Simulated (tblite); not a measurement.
Species: C₃H₇OSSi (doublet state).
Cartesian coordinates in Å at the GFN2-xTB level; atoms count from 1:
```
atom  x, y, z in Å
Si1    2.7132    0.2337    0.3505
S2     0.8436    1.1749    0.7893
C3    -0.2217    0.4041   -0.4688
C4    -1.7125    0.7203   -0.3491
O5    -2.0309   -0.6715   -0.3037
C6    -0.6556   -1.0431   -0.2329
H7     3.1116    0.5121   -1.0201
H8     2.6784   -1.1822    0.6774
H9     0.2043    0.5992   -1.4520
H10   -1.9866    1.2301    0.5792
H11   -2.1730    1.2255   -1.2010
H12   -0.3951   -1.4347    0.7561
H13   -0.3800   -1.7680   -1.0037
```

Computed with GFN2-xTB (tblite): harmonic, unscaled wavenumbers at the GFN2-xTB geometry, gas phase. The method is semi-empirical: single wavenumbers can be off by several per cent or more. Modes of hydrogen on silicon can be 10 to 20 % off. One conformer, not necessarily the lowest. Open shells enter through the occupations alone, without spin polarisation, and single modes of such species can be off by tens of per cent.

Harmonic wavenumbers (cm⁻¹): 41.9, 80.9, 98.4, 122.1, 274.3, 320.9, 485.2, 500.0, 555.8, 592.5, 735.0, 819.4, 880.2, 996.1, 1036.6, 1044.3, 1069.8, 1103.9, 1106.8, 1129.6, 1194.8, 1217.1, 1254.9, 1269.5, 1464.8, 1474.4, 2324.5, 2329.9, 2918.9, 2936.0, 2945.5, 2959.8, 2973.6.

A = 5697, B = 1310, C = 1146 MHz; mass 118.999 u (most abundant isotopes); point group C1, symmetry number 1; spin multiplicity 2.

Zero-point energy?

Half the sum of the wavenumbers: 20129 cm⁻¹ = 57.55 kcal/mol.

Entropy at 500 K, 1 bar (ideal gas, RRHO, classical rotation)?

Translation 42.83, rotation 29.56, vibration 35.98, spin (R ln 2) 1.38: S = 109.7 cal/(mol K).

And Cp and H(500 K) − H(0)?

Cp = 41.16 cal/(mol K), of which vibrations give 33.21 (their classical limit is 33 R = 65.6); H(500 K) − H(0) = 12.77 kcal/mol without the zero-point energy, 8.80 from vibrations.

Blend soft modes into free rotors: weight 1/[1 + (100 cm⁻¹/ν̃)⁴] for the oscillator and the rest for a rotor with moment μB/(μ + B), μ = h/(8π²ν), B = 10⁻⁴⁴ kg m². What vibrational entropy results?

32.30 cal/(mol K) in place of 35.98, which changes −T·S at 500 K by +1.84 kcal/mol.

Which modes carry the vibrational entropy at 500 K?

41.9 cm⁻¹: 6.19; 80.9 cm⁻¹: 4.89; 98.4 cm⁻¹: 4.50; 122.1 cm⁻¹: 4.08; 274.3 cm⁻¹: 2.51; 320.9 cm⁻¹: 2.21 cal/(mol K); the other 27 give 11.60 together.

Hindered rotation and anharmonicity are outside this model. Other conformers, if any are populated, would add a mixing term that is left out. The structure is chiral; the term R ln 2 for an equal mix with its mirror image is left out.
